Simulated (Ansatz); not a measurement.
Stepwise reaction of `CO[SiH2]S` with hydrogen fluoride, as a gas-phase model of exchange steps in deposition or etching. ΔE in kJ/mol; ΔG adds harmonic PBE0-D4 terms to CCSD(T)/CBS, at 1 bar.

Program: Ansatz. Geometries: PBE0-D4/def2-TZVP. ΔE: electronic, gas phase. CCSD(T)/CBS is the MP2 limit (def2-TZVPP, def2-QZVPP) plus CCSD(T) − MP2 in def2-TZVPP, frozen cores. This one scheme is used for every species. DFT in def2-TZVPP. B3LYP here is the variant with VWN-RPA as its local correlation; programs differ in this. Each species was taken in one conformer, which may not be the lowest.

```json
{"step": "1", "reaction": "`CO[SiH2]S` + H–F → `CO[SiH](F)S` + H₂", "PBE-D4": "-128.9", "B3LYP-D4": "-137.7", "ωB97M-V": "-138.6", "CCSD(T)/CBS": "-134.0", "ΔG(400 K)": "-134.5"}
```

(1) Give the row of step 2, `CO[SiH](F)S` + H–F → `CO[Si](F)(F)S` + H₂. (Estimate.)

(2) By hand: ΔE of the 2 steps together at CCSD(T)/CBS.

Results:

(1) The calculation gave: 
| step | reaction | PBE-D4 | B3LYP-D4 | ωB97M-V | CCSD(T)/CBS | ΔG(400 K) |
| --- | --- | --- | --- | --- | --- | --- |
| 2 | `CO[SiH](F)S` + H–F → `CO[Si](F)(F)S` + H₂ | -127.9 | -137.2 | -137.6 | -133.8 | -133.4 |

(2) (-134.0) + (-133.8) = -267.8 kJ/mol, or -133.9 kJ/mol a step.

In ΔE the steps differ by no more than 0.2 kJ/mol. All are downhill at CCSD(T)/CBS. ΔG lies between -134.5 and -133.4 kJ/mol a step. PBE-D4 differs from CCSD(T)/CBS by 5.1 to 5.9 kJ/mol a step. Isolated molecules leave out the surface, adducts and barriers. Largest T1 diagnostic: 0.012.
